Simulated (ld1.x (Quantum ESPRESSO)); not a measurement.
**An all-electron radial function and its pseudo partner (zirconium (Zr))**

Columns: radius, all-electron u(r) and pseudo u(r) of the 4s shell (level -54.46 eV) of zirconium in the configuration [Ar] 3d10 4s2 4p6 4d2 5s2 5p0; PBEsol, scalar-relativistic, TM scheme, ld1.x (Quantum ESPRESSO) 7.5.

```tsv
r (bohr)	all-electron	pseudo
0.135	-0.3069	-0.0615
0.270	0.4262	-0.1390
0.405	0.4905	-0.2504
0.540	0.0414	-0.4126
0.675	-0.4575	-0.6245
0.810	-0.8135	-0.8447
0.945	-1.0004	-1.0013
1.080	-1.0513	-1.0512
1.215	-1.0113	-1.0113
1.350	-0.9198	-0.9198
1.485	-0.8051	-0.8051
1.620	-0.6858	-0.6858
1.755	-0.5725	-0.5725
1.890	-0.4707	-0.4707
2.025	-0.3826	-0.3826
2.160	-0.3081	-0.3081
2.295	-0.2464	-0.2464
2.430	-0.1959	-0.1959
2.565	-0.1551	-0.1551
2.700	-0.1223	-0.1223
2.835	-0.0961	-0.0961
2.970	-0.0754	-0.0754
3.105	-0.0590	-0.0590
3.240	-0.0460	-0.0460
3.375	-0.0359	-0.0359
3.510	-0.0279	-0.0279
```

How many radial nodes do the two functions have?

The all-electron 4s function has n − l − 1 = 3 (the table is too coarse to show those close to the nucleus); the pseudo-wave has 0, since the states of the same l below it are removed with the core.

At about which radius was the pseudo-wave matched?

1.20 bohr, where the columns begin to agree (steps of 0.14 bohr).

Is the pseudo-wave norm-conserving?

Yes: the TM scheme keeps the norm inside the radius equal to the all-electron one, which fixes the energy derivative of the logarithmic derivative at the level.
